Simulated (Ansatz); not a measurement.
Molecule: FeF, charge 0, multiplicity 6. The spin state was set by rule; other spins were not relaxed. SMILES: [Fe][F]
Geometry: optimised at B3LYP-D3(BJ)/def2-TZVP (Ansatz, a program for electronic structure).

Wanted: vertical ionisation energy (to the quintet state of charge +1; each state is the SCF solution reached for its spin), in eV. Correlated levels leave the core frozen unless marked. Open shells are spin-unrestricted. No spin-orbit coupling. Frozen are the shells of the preceding noble gas and the d and f shells that filled before the atom's block. No relativistic terms. Basis-set limits of correlation are two-point, X^-3; Hartree-Fock from the larger set.

| level | program | vertical ionisation energy (eV) |
|---|---|---|
| SVWN5/def2-TZVPD | Ansatz | 8.31 |
| PBE/def2-TZVPD | Ansatz | 8.14 |
| r2SCAN/def2-TZVPD | Ansatz | 8.31 |
| B3LYP/def2-TZVPD | Ansatz | 8.30 |
| PBE0/def2-TZVPD | Ansatz | 8.26 |
| BHLYP/def2-TZVPD | Ansatz | 8.23 |
| CAM-B3LYP/def2-TZVPD | Ansatz | 8.32 |

Estimate the value at CCSD(T)/CBS(def2-TZVPPD,def2-QZVPPD) as computed with Ansatz.

8.20 eV
